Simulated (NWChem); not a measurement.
Species: SiN₂H₄Cl₂; SMILES N[Si](N)(Cl)Cl

```xyz
9

N      0.3113    -1.3505    -1.3600
Si     0.0000     0.0000    -0.3660
N     -0.3113     1.3505    -1.3600
Cl     1.6577     0.1215     0.8905
Cl    -1.6577    -0.1215     0.8905
H     -0.3719    -1.6138    -2.0609
H      0.8133    -2.1502    -0.9949
H      0.3719     1.6138    -2.0609
H     -0.8133     2.1502    -0.9949
```
Atoms are numbered in this order, from 1.

All runs: NWChem. Medium grid unless said otherwise, to which SCAN and Minnesota functionals are sensitive. The geometry was optimised at B3LYP/6-31G* (spherical d).

**Question.** Order these by “dipole (D)”, lowest first: SCAN/def2-SVP; LDA (Slater exchange, VWN5)/def2-SVP; B3LYP/def2-SVP.

**Answer.** B3LYP/def2-SVP (2.45), LDA (Slater exchange, VWN5)/def2-SVP (2.51), SCAN/def2-SVP (2.61)
